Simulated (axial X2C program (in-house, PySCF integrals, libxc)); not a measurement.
Spin–orbit effects down a group: molecules with B (ions), CCSD(T)

Calculated with an axial X2C code built on PySCF integrals, spin-free (one-electron X2C) or two-component (2c: spin–orbit coupling with atomic mean-field Coulomb and Gaunt terms, which also bring small scalar terms), in Dyall basis sets with cores contracted in-house; open shells are unrestricted.

Basis sets: B dyall-v3z, Cd dyall-cv3z, Hg dyall-cv3z, Zn dyall-cv3z. Frozen shells (counts by l): ZnB⁺ Zn 3s2p, B 1s, 14 electrons correlated; CdB⁺ Cd 4s3p1d, B 1s, 14 electrons correlated; HgB⁺ Hg 5s4p2d1f, B 1s, 14 electrons correlated. Coupled cluster in natural virtuals with an MP2 remainder. Where the outer core of a metal is frozen, bonds come out longer and ionisation energies lower.

| molecule | spin-free state | Re (Å) | ωe (cm⁻¹) | De (eV) | 2c state | Re 2c (Å) | ωe 2c (cm⁻¹) | De 2c (eV) |
| --- | --- | --- | --- | --- | --- | --- | --- | --- |
| ZnB⁺ | M_S = 0, Λ = 0 | 2.347 | 330.2 | n/a | Ω = 0 | 2.348 | 330.9 | n/a |
| CdB⁺ | M_S = 0, Λ = 0 | 2.515 | 312.9 | n/a | Ω = 0 | 2.515 | 312.8 | n/a |
| HgB⁺ | M_S = 0, Λ = 0 | 2.379 | 308.1 | n/a | Ω = 0 | 2.373 | 309.9 | n/a |

Fragments in 2c: Zn + B+, Cd + B+, Hg + B+. Each entry is the lowest single determinant of a limited PBE0 search at one distance. De goes to single-determinant-based atoms at the same level (for ions the charge split of lowest energy) and is withheld (n/a) where an atom does not fit its ground term or J level. Main or longest-lived isotopes.
